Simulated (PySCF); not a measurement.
Vertical excitations of a molecule CH₉NO₂Si₂ from TDA-LC-ωPBE/def2-SVPD (PySCF), as energy in eV (oscillator strength): 6.46 (0.009), 7.58 (0.015), 7.91 (0.045), 7.99 (0.005), 8.19 (0.018), 8.40 (0.036). Lowest triplet (TDA): 6.07 eV. Coordinates come from a B3LYP-D3(BJ)/def2-SVP optimisation. Other conformers were not sampled.

Task: Identify the compound among the candidates.
A) O[SiH](O)CN[SiH3]
B) O[SiH](O)NC[SiH3]
C) C[Si@H](O)[Si@@H](N)O
D) CO[SiH2][Si@@H](N)O

Result: A, O[SiH](O)CN[SiH3]
